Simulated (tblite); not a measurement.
Species: C3H9Ge2NO.
Atom-mapped SMILES: `[O:1]=[C:2]1[GeH2:3][CH2:4][CH2:5][NH:6][GeH2:7]1` (hydrogens: H8, H9 on Ge3; H10, H11 on C4; H12, H13 on C5; H14 on N6; H15, H16 on Ge7)

Computed with GFN2-xTB (tblite), gas phase: L-BFGS steps from a force-field or distance-geometry start until the largest atomic force falls under 0.01 eV/Å.

Step 88: E = -592.9940 eV
```
atom  x, y, z in Å  |  force x, y, z in eV/Å
O1      1.8527    1.3271    1.7909   -0.059  -0.011  -0.146
C2      1.3487    1.0197    0.7422    0.071  -0.042   0.110
Ge3     1.6038   -0.8126   -0.0684   -0.063  -0.007  -0.003
C4     -0.2303   -1.6149   -0.1778    0.073  -0.004   0.007
C5     -1.2893   -0.5849    0.2246   -0.008  -0.070   0.026
N6     -1.2327    0.6314   -0.5544   -0.498  -0.077  -0.763
Ge7    -0.1808    2.0264   -0.1069    0.017   0.084   0.074
H8      2.2163   -0.7664   -1.4507   -0.001   0.027   0.008
H9      2.5193   -1.6273    0.8023    0.077  -0.047   0.039
H10    -0.4189   -1.9779   -1.1882   -0.019   0.074  -0.037
H11    -0.3062   -2.4771    0.4849    0.042  -0.011   0.050
H12    -2.2847   -1.0392    0.1496   -0.032   0.038  -0.052
H13    -1.1386   -0.3157    1.2745    0.024   0.027   0.033
H14    -1.6162    0.5180   -1.5001    0.335   0.088   0.705
H15     0.0096    2.8063   -1.3894   -0.019  -0.024   0.067
H16    -0.8604    2.8960    0.9555    0.059  -0.045  -0.118
```

Step 89: E = -593.0005 eV
```
atom  x, y, z in Å  |  force x, y, z in eV/Å
O1      1.8843    1.3574    1.7556    0.019   0.018   0.018
C2      1.3464    1.0112    0.7384   -0.005  -0.018  -0.016
Ge3     1.6075   -0.8258   -0.0460   -0.008  -0.003   0.009
C4     -0.2219   -1.6223   -0.1920    0.016  -0.007   0.007
C5     -1.2894   -0.6006    0.2149   -0.008  -0.012  -0.004
N6     -1.2233    0.6174   -0.5679   -0.005   0.025   0.109
Ge7    -0.1826    2.0168   -0.1079   -0.008   0.005   0.001
H8      2.2542   -0.7749   -1.4109   -0.002   0.017  -0.001
H9      2.5190   -1.6259    0.8497    0.024  -0.024   0.006
H10    -0.4014   -1.9565   -1.2137   -0.004   0.022  -0.010
H11    -0.2982   -2.4964    0.4560    0.000  -0.007   0.004
H12    -2.2840   -1.0508    0.1223   -0.014   0.002  -0.011
H13    -1.1465   -0.3425    1.2700    0.013   0.009   0.003
H14    -1.7538    0.5845   -1.4180   -0.029  -0.016  -0.099
H15     0.0180    2.7883   -1.3895   -0.003  -0.004   0.006
H16    -0.8359    2.9289    0.9275    0.012  -0.007  -0.023
```

Step 90: E = -593.0012 eV
```
atom  x, y, z in Å  |  force x, y, z in eV/Å
O1      1.8800    1.3534    1.7607    0.018   0.020   0.014
C2      1.3470    1.0124    0.7392   -0.004  -0.027  -0.014
Ge3     1.6068   -0.8239   -0.0487   -0.016  -0.004   0.005
C4     -0.2233   -1.6211   -0.1897    0.026  -0.008   0.007
C5     -1.2900   -0.5985    0.2163   -0.005  -0.020  -0.004
N6     -1.2258    0.6196   -0.5656   -0.024   0.030   0.113
Ge7    -0.1823    2.0180   -0.1076   -0.005   0.013   0.004
H8      2.2478   -0.7729   -1.4164   -0.001   0.018  -0.001
H9      2.5200   -1.6264    0.8419    0.031  -0.028   0.012
H10    -0.4036   -1.9593   -1.2099   -0.007   0.029  -0.015
H11    -0.2995   -2.4936    0.4603    0.005  -0.007   0.011
H12    -2.2845   -1.0496    0.1255   -0.017   0.008  -0.015
H13    -1.1462   -0.3389    1.2707    0.013   0.013   0.006
H14    -1.7319    0.5744   -1.4298   -0.025  -0.018  -0.105
H15     0.0163    2.7906   -1.3896   -0.005  -0.007   0.016
H16    -0.8384    2.9248    0.9313    0.016  -0.012  -0.035
```

Problem. Estimate the geometry and energy of step 91. (The exact step hangs on the optimiser's Hessian estimate; all steps are aligned on step 90, rigid shifts and turns removed.)

Solution. E = -592.9911 eV, largest force 0.672 eV/Å
```
atom  x, y, z in Å  |  force x, y, z in eV/Å
O1      1.9096    1.3806    1.7268   -0.027  -0.029  -0.051
C2      1.3432    1.0053    0.7337    0.043   0.064   0.055
Ge3     1.6112   -0.8364   -0.0295    0.032  -0.002   0.028
C4     -0.2144   -1.6297   -0.2059   -0.035   0.014   0.000
C5     -1.2860   -0.6135    0.2077   -0.011   0.017   0.012
N6     -1.2091    0.6045   -0.5800   -0.431  -0.007  -0.515
Ge7    -0.1849    2.0109   -0.1096    0.004  -0.004   0.006
H8      2.2921   -0.7869   -1.3777   -0.012   0.009   0.009
H9      2.5124   -1.6228    0.8953   -0.016  -0.003  -0.030
H10    -0.3891   -1.9381   -1.2368    0.014  -0.011   0.022
H11    -0.2917   -2.5142    0.4282   -0.028  -0.003  -0.028
H12    -2.2814   -1.0580    0.1055    0.013  -0.025   0.009
H13    -1.1466   -0.3642    1.2664    0.006  -0.016  -0.008
H14    -1.8787    0.6416   -1.3511    0.447  -0.023   0.501
H15     0.0257    2.7752   -1.3905    0.009   0.007  -0.039
H16    -0.8199    2.9548    0.9061   -0.008   0.012   0.028
```

The energy changes by +0.0101 eV. The first-order estimate −F·Δx gives +0.0055 eV and the mean of the old and new forces, exact on a quadratic surface, +0.0178 eV. The step makes an angle of 97° with the force vector and moves no atom by more than 0.180 Å.

The cost below is that of the whole relaxation. Hardware: an Arm Neoverse N1 with one thread, no GPU, on a shared host. Cost: 1.8 s.
